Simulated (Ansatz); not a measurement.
Species: CH₂ClF, charge 0, singlet. CH2ClF (chloro(fluoro)methane, SMILES FCCl).
B3LYP-D3(BJ)/def2-TZVP minimum from Ansatz (a first-principles code):
```xyz
5

F     -1.3558     0.7711    -0.0633
C     -0.6911    -0.4140     0.0650
Cl     1.0724    -0.1496    -0.0054
H     -0.9215    -0.8485     1.0343
H     -0.9607    -1.0650    -0.7626
```
Charge 0, spin multiplicity 1.

Hartree-Fock and CCSD correlation energies in hartree (Ansatz). Radicals and triplets start from unrestricted determinants; spin-orbit coupling is neglected. Correlated methods leave the cores frozen. No relativity.

```json
[
 {"basis": "cc-pV(T+d)Z", "X": "3", "E(HF)": "-598.03366", "E(corr, CCSD)": "-0.63890"},
 {"basis": "cc-pV(Q+d)Z", "X": "4", "E(HF)": "-598.04853", "E(corr, CCSD)": "-0.68853"},
 {"basis": "cc-pV(5+d)Z", "X": "5", "E(HF)": "-598.05220", "E(corr, CCSD)": "withheld"}
]
```

Fit E(corr) = E∞ + A/X³ to X = 3 and 4, predict X = 5, and compare with the run.

A = (-0.63890 - (-0.68853))/(1/27 - 1/64) = 2.3179; E∞ = -0.68853 - A/64 = -0.72475; at X = 5, E∞ + A/125 = -0.70620. The run gave -0.70571, 0.49 mEh above the prediction. The same form on X = 4 and 5 gives E∞ = -0.72373, 1.01 mEh above the first estimate.
